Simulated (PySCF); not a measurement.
Sm2OCl2: from a saddle point downhill

PySCF 2.14.0, RKS PBE0, Sm lcecp-0-SVP with ECP52, O def2-SVP, Cl def2-SVP; non-relativistic Hamiltonian with scalar-relativistic core potentials where named; density fitting; no spin-orbit coupling. Relaxed within the symmetry of its start, the geometry (D∞h) is

```xyz
5

Sm    0.0000    0.0000    2.1912
Sm    0.0000    0.0000   -2.1912
O     0.0000    0.0000    0.0000
Cl    0.0000    0.0000    4.9246
Cl    0.0000    0.0000   -4.9246
```

and its lowest harmonic modes are -41, -41, -36, -36, 89, 89 cm⁻¹ (negative: unstable). It was moved along the lowest mode and relaxed again, within the group C2h that the move left.

Problem. Where does it end, and how much lower?

Solution. In C2h, 0.344 eV lower, after 13 steps:
```xyz
5

Sm   -0.9492   -0.1195    1.9224
Sm    0.9492    0.1195   -1.9224
O     0.0000    0.0000    0.0000
Cl    0.5835    0.0735    4.1071
Cl   -0.5835   -0.0735   -4.1071
```

Problem. How do the contacts change?

Solution. 
```tsv
contact	saddle (Å)	end (Å)
Sm1–O3 (O)	2.191	2.147
Sm1–Cl4 (Cl)	2.733	2.676
Sm2–Cl5 (Cl)	2.733	2.676
```


Problem. Is the end a minimum?

Solution. Yes, as far as the noise of the softest modes lets one tell (those above −25 cm⁻¹ count as noise); lowest modes -3, 16, 40, 116, 152, 174 cm⁻¹.

An lcecp potential fixes the number of 4f electrons, so in runs with it no electron can move into or out of that shell.

State: singlet in the valence, with the 4f electrons in the core potential.
